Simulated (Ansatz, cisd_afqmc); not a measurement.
System: N, charge 0, quartet.

Total energies in def2-QZVPP, 5 correlated electrons, 1 frozen orbitals. Radicals and triplets start from unrestricted determinants; spin-orbit coupling is neglected. Cores are frozen in correlated methods. No relativity. AFQMC is phaseless with a CISD trial state; ± is one standard error, without the phaseless bias. Outlying blocks are dropped, and bars are widened where a walk drifts. Over all cases where full CI ran beside it in this data, AFQMC minus full CI had a median of +0.1 mEh and passed +0.4 mEh in a tenth of the cases. Full CI freezes restricted core orbitals and the other rows unrestricted ones, which leaves a small offset even where coupled cluster is exact.

| method | program | energy (Eh) | error against FCI (mEh) |
|---|---|---|---|
| HF | Ansatz | -54.40439 | 120.81 |
| MP2 | Ansatz | -54.50773 | 17.46 |
| CCSD | Ansatz | -54.52221 | 2.98 |
| CCSD(T) | Ansatz | -54.52502 | 0.18 |
| CCSDT(Q) | Ansatz | -54.52540 | -0.21 |
| CCSDTQ | Ansatz | -54.52541 | -0.21 |
| AFQMC/CISD | cisd_afqmc | -54.5254 ± 0.0001 | -0.2 ± 0.1 |
| FCI | Ansatz | -54.52520 | 0.00 |

Ansatz is a program for electronic structure.
